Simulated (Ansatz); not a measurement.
Coupled-cluster run, C6H18FN3Zr (`C[N](C)[Zr]([F])([N](C)C)[N](C)C`).

```yaml
crystal:
  periodic: [false, false, false]
  atoms:
    - {symbol: C, position_ang: [-2.703196, 0.156558, -1.320305]}
    - {symbol: N, position_ang: [-1.658426, -0.606539, -0.679296]}
    - {symbol: C, position_ang: [-2.119534, -1.869771, -0.169882]}
    - {symbol: Zr, position_ang: [0.183702, 0.252414, -0.752661]}
    - {symbol: F, position_ang: [0.622051, 0.858419, -2.554312]}
    - {symbol: N, position_ang: [0.183353, 1.792167, 0.576407]}
    - {symbol: C, position_ang: [-0.788179, 2.241291, 1.536831]}
    - {symbol: C, position_ang: [1.342593, 2.649940, 0.506152]}
    - {symbol: N, position_ang: [1.519915, -1.125969, -0.080491]}
    - {symbol: C, position_ang: [1.810764, -2.189451, -1.012768]}
    - {symbol: C, position_ang: [2.294732, -1.213264, 1.127880]}
    - {symbol: H, position_ang: [-3.513656, 0.410135, -0.620954]}
    - {symbol: H, position_ang: [-3.150810, -0.383137, -2.167613]}
    - {symbol: H, position_ang: [-2.314811, 1.105022, -1.715850]}
    - {symbol: H, position_ang: [-2.903725, -1.737919, 0.590718]}
    - {symbol: H, position_ang: [-2.544807, -2.500865, -0.965095]}
    - {symbol: H, position_ang: [-1.295659, -2.417834, 0.291948]}
    - {symbol: H, position_ang: [-1.651925, 1.573229, 1.545890]}
    - {symbol: H, position_ang: [-0.370787, 2.264713, 2.554712]}
    - {symbol: H, position_ang: [-1.146147, 3.257548, 1.311941]}
    - {symbol: H, position_ang: [2.054921, 2.291636, -0.249470]}
    - {symbol: H, position_ang: [1.883752, 2.686934, 1.463236]}
    - {symbol: H, position_ang: [1.078966, 3.681996, 0.232383]}
    - {symbol: H, position_ang: [2.868634, -2.199568, -1.313454]}
    - {symbol: H, position_ang: [1.574140, -3.178510, -0.593263]}
    - {symbol: H, position_ang: [1.218992, -2.082835, -1.932101]}
    - {symbol: H, position_ang: [3.375872, -1.182913, 0.923634]}
    - {symbol: H, position_ang: [2.095476, -2.149852, 1.670027]}
    - {symbol: H, position_ang: [2.053800, -0.383574, 1.795746]}
basis:
  gaussian: {orbitals: def2-SVP}
correlation: {method: ccsd_t}
```

```sh
$ ansatz run in.yaml --threads 11 --pin off --events-out ev --progress --plain --max-ram 110592MiB --backend cuda --devices 0, --max-vram 75GiB
```

Log, shortened:

```
Functional definition: HF
2694 factors; integrals over basis functions are off by at most 1.5e-3 eV
mean field evaluation 1: about -14869.4897 eV, gradient 6.0e1 eV
mean field evaluation 2: about -14869.8618 eV, gradient 6.0e1 eV
mean field evaluation 4: about -14878.4066 eV, gradient 6.6e0 eV
mean field evaluation 8: about -14878.5567 eV, gradient 2.8e-1 eV
mean field -14878.55708442 eV, -546.7768878043 hartree, gradient 1.6e-6 eV, S^2 0.000000; 0 other end points of the search recorded, 0 dependent functions left out
10 core orbitals not correlated: weight in the atoms' cores, before any rotation towards them, 1.000 or more for the frozen orbitals, at most 0.000 for the correlated occupied ones
reference -14878.55708442 eV, -546.7768878043 hartree; 38, 38 occupied and 213, 213 virtual orbitals, 2694 factors
second order -49.80897714 eV of doubles, -0.00000000 eV of singles
cycle   1  -50.84563712 eV  change    -1.0e0 eV  update   2.0e-1
cycle   2  -52.14236927 eV  change    -1.3e0 eV  update   7.0e-2
cycle   3  -52.60268186 eV  change   -4.6e-1 eV  update   4.0e-2
cycle   4  -52.61015056 eV  change   -7.5e-3 eV  update   1.2e-2
cycle   5  -52.59867427 eV  change    1.1e-2 eV  update   5.5e-3
cycle   6  -52.59987336 eV  change   -1.2e-3 eV  update   2.0e-3
cycle   7  -52.59910882 eV  change    7.6e-4 eV  update   7.4e-4
cycle   8  -52.59885844 eV  change    2.5e-4 eV  update   2.9e-4
cycle   9  -52.59903444 eV  change   -1.8e-4 eV  update   9.8e-5
cycle  10  -52.59906925 eV  change   -3.5e-5 eV  update   4.1e-5
perturbative correction -1.70260127 eV, -0.0625694427 hartree
Total energy: -14932.85875495 eV, -548.7724373890 hartree
```

Hardware: 11 threads of an AMD EPYC 7R13 on a shared host and a whole NVIDIA H100 80 GB. Wall time 7 s, peak host memory 1.7 GiB.

Correlation energy per correlated electron: -0.714 eV. T1 diagnostic: 0.0155.
